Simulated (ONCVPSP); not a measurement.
## bismuth: one change to an ONCV potential, before and after

bismuth (Bi), optimised norm-conserving Vanderbilt (ONCV), made with ONCVPSP 4.0.1 (PBE, fully relativistic). Core [Xe] 4f14, reference 5d10 6s2 6p2.5 (charge +0.5). Waves: 6s: rc 1.75 bohr, ncon 4, nbas 8, qcut 3.1 1/bohr, 3 projectors, debl 2.3 Ha; 6p: rc 2.25 bohr, ncon 3, nbas 7, qcut 4 1/bohr, 2 projectors, debl 1.7 Ha; 5d: rc 1.40 bohr, ncon 3, nbas 8, qcut 12 1/bohr, 2 projectors, debl 3.6 Ha. Local part: polynomial inside 0.95 bohr (lpopt 5, dvloc0 0 Ha). Core correction: polynomial model core, fcfact 0.55.

Open shells are filled in proportion to 2j + 1.

Change: d: rc 0.94; local potential polynomial inside 0.94 bohr (lpopt 5, dvloc0 0 Ha).

Cutoffs: the cutoffs (Ha) at which the residual kinetic energy of the hardest occupied pseudo-wave falls to 1 and 0.1 mHa per electron; they do not see the model core or the augmentation charge, which bear on the density cutoff. Errors are all-electron minus pseudo energies relative to the spin-unpolarised reference configuration.

Predict the effect on cutoff, ghosts and configuration errors.

The potential gets harder (27 Ha and 46 Ha → 36 Ha and 68 Ha); both files keep a bound ghost (p, s); the errors of the 4 common tests hardly move. A smaller radius makes the pseudo-wave follow the all-electron one further in, where it bends more sharply, so more plane waves are needed.

```csv
quantity,base,changed
"cutoff, loose",27 Ha,36 Ha
"cutoff, tight",46 Ha,68 Ha
loose cutoff by channel,"s 14 Ha, p 6.4 Ha, d 27 Ha","s 14 Ha, p 6.4 Ha, d 36 Ha"
bound ghosts,"s, p3/2, p1/2","s, p3/2, p1/2"
GHOST(+) flags under 300 eV,s at 231.9 eV,"p3/2 at 110.1 eV, s at 226.0 eV"
"error for 5d10 6s2 6p3, meV [ΔE -3.17 eV]",-0.2,-0.2
"error for 5d10 6s2 6p2, meV [ΔE 4.89 eV]",-0.2,-0.2
"error for 5d10 6s2 6p1, meV [ΔE 20.32 eV]",-3.8,-3.8
"error for 5d10 6s1 6p4, meV [ΔE 6.69 eV]",-6.3,-6.3
s: phases at 1.77 bohr within 0.05 rad from the reference energy up to (Ha; the scan ends near 5),to the end of the scan,to the end of the scan
p3/2: phases at 2.28 bohr within 0.05 rad from the reference energy up to (Ha; the scan ends near 5),3.0,3.0
p1/2: phases at 2.28 bohr within 0.05 rad from the reference energy up to (Ha; the scan ends near 5),3.0,3.0
"rms error of d²Exc/dni dnj with the model core, mHa",2.29,2.30
```

 A true bound ghost makes a file unfit for plane-wave use even where its test errors are small: the radial tests pick states by their node count and pass the ghost by.
